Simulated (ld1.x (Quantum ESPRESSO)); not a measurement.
**Before and after: TM potential for tellurium**

```
Element                 : Te (Z = 52)
Generator               : ld1.x (Quantum ESPRESSO) 7.5
Type                    : norm-conserving Troullier–Martins (Kleinman–Bylander form)
Functional              : PBE
Relativity              : scalar-relativistic
Frozen core             : [Kr]
Valence charge          : 16
Reference configuration : 4d10 5s2 5p3 (charge +1)
Partial waves           : 5p (bound): rc 1.80 bohr; 4d (bound): rc 1.05 bohr; 5s (bound): rc 1.55 bohr
Local potential         : the s channel
Core correction         : Bessel-smoothed model core, default radius (core density twice the valence density)
```

Change: local potential the d channel.

Cutoffs: the cutoffs (Ry, on a coarse ladder) from which the occupation-weighted sum of valence levels, in a spherical-Bessel basis at the reference potential, stays within 10 and 1 mRy of its value at 400 Ry; they do not see the model core or the augmentation charge, which bear on the density cutoff. Errors are all-electron minus pseudo energies relative to the spin-unpolarised reference configuration.

Task: How do hardness, ghosts and transferability respond?

Result: The potential gets neither clearly harder nor softer (120 Ry and 200 Ry → 120 Ry and 200 Ry); a bound ghost appears in p, s, which as a rule spoils a file; of the 7 tests that both files solve, the error grows in 2 and shrinks in 2 by more than 15 % and 0.3 meV (median size 2.3 → 2.5 meV); the range in which the d phases agree widens (upper end -0.6 → at the end of the scan). In the separable form a ghost depends on how the local part lies against the semilocal potential of the channel, so the choice of the local part can create or remove one.

| quantity | base | changed |
| --- | --- | --- |
| cutoff, loose | 120 Ry | 120 Ry |
| cutoff, tight | 200 Ry | 200 Ry |
| loose cutoff by channel (10 mRy a level) | p 12 Ry, d 100 Ry, s 30 Ry | s 30 Ry, p 12 Ry, d 90 Ry |
| bound ghosts | none | s, p |
| error for 4d10 5s2 5p4, meV [ΔE -9.73 eV] | +4.2 | +3.6 |
| error for 4d10 5s2 5p2, meV [ΔE 17.92 eV] | -2.0 | -2.6 |
| error for 4d10 5s2 5p1, meV [ΔE 44.82 eV] | -1.6 | -2.5 |
| error for 4d10 5s2 5p3.5, meV [ΔE -5.83 eV] | +2.0 | +1.8 |
| error for 4d10 5s2 5p0, meV [ΔE 81.31 eV] | -4.2 | -1.0 |
| error for 4d10 5s1 5p4, meV [ΔE 9.84 eV] | -3.3 | -3.2 |
| error for 4d10 5s1 5p5, meV [ΔE -0.47 eV] | -2.3 | -1.9 |
| s: phases at 1.95 bohr within 0.05 rad from the reference energy up to (Ry; the scan ends near 5) | 2.4 | 2.0 |
| p: phases at 1.95 bohr within 0.05 rad from the reference energy up to (Ry; the scan ends near 5) | to the end of the scan | to the end of the scan |
| d: phases at 1.95 bohr within 0.05 rad from the reference energy up to (Ry; the scan ends near 5) | -0.6 | to the end of the scan |

 A true bound ghost makes a file unfit for plane-wave use even where its test errors are small: the radial tests pick states by their node count and pass the ghost by.
